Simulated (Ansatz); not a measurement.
BNSiZn: where a starting geometry ends

The starting geometry of this gas-phase singlet was optimised with GFN2-xTB.

```yaml
atoms:
  - { symbol: B, position_ang: [-0.6064, 0.7213, 0.4598] }
  - { symbol: N, position_ang: [-0.5058, -0.5611, 0.7240] }
  - { symbol: Si, position_ang: [-0.0293, -0.1144, -1.1302] }
  - { symbol: Zn, position_ang: [0.0361, -2.3614, -0.2861] }
```

Question: Predict what becomes of its bonds when it is optimised with PBE0-D3(BJ)/pcseg-1.

Answer: A bond breaks, giving a structure given below by its coordinates. Distances that change by over a tenth: N2–Si3 (1.97 → 1.71 Å), Si3–Zn4 (2.40 → 2.78 Å). Contacts that open: N2–Zn4 (2.13 → 3.21 Å).

The energy falls by 0.24 eV over 13 steps:

| step | E − E(last) (eV) |
| --- | --- |
| 1 | 0.236 |
| 2 | 0.158 |
| 4 | 0.121 |
| 5 | 0.102 |
| 6 | 0.067 |
| 8 | 0.016 |
| 9 | 0.003 |
| 10 | 0.000 |
| 12 | 0.000 |
| 13 | 0.000 |

Final geometry (Å):

```xyz
4

B    -0.6785    1.1173    0.5219
N    -0.5635   -0.1793    0.7387
Si   -0.0772   -0.2529   -0.9008
Zn    0.2137   -3.0008   -0.5922
```

No frequencies were run, so the end isn't proven a minimum. Run with Ansatz 0.2.0, 40 s on 1 thread of Arm Neoverse V2 (shared host).
